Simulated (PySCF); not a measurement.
## SbO⁺ at PBE0

Level: PBE0. PySCF, scalar-relativistic core potentials, basis sets Sb cc-pVTZ-PP with ECP28, O cc-pVTZ.

```json
{
  "state": "triplet, unpaired electrons π ↑↑, a mixture of terms (⟨Lz²⟩ = 2.0), a second solution, started from another occupation",
  "bond length": "1.962 Å",
  "harmonic wavenumber": "676 cm⁻¹",
  "force constant": "3.81 mdyn/Å",
  "rotational constant Be": "0.3099 cm⁻¹",
  "anharmonicity ωexe": "2.78 cm⁻¹",
  "vibration–rotation constant αe": "0.00184 cm⁻¹",
  "energy of the minimum from ground-state Sb⁺ + O": "-2.75 eV",
  "bond order (Mayer)": "1.32",
  "dipole moment (positive dipole points towards O; it is taken about the centre of mass and depends on that origin)": "-1.83 D"
}
```

Spin–orbit coupling is left out, which matters for elements this heavy, above all for dissociation energies. For an ion De counts to the pair picked by the measured ionisation energies or electron affinities, which need not be the lowest pair at this level.
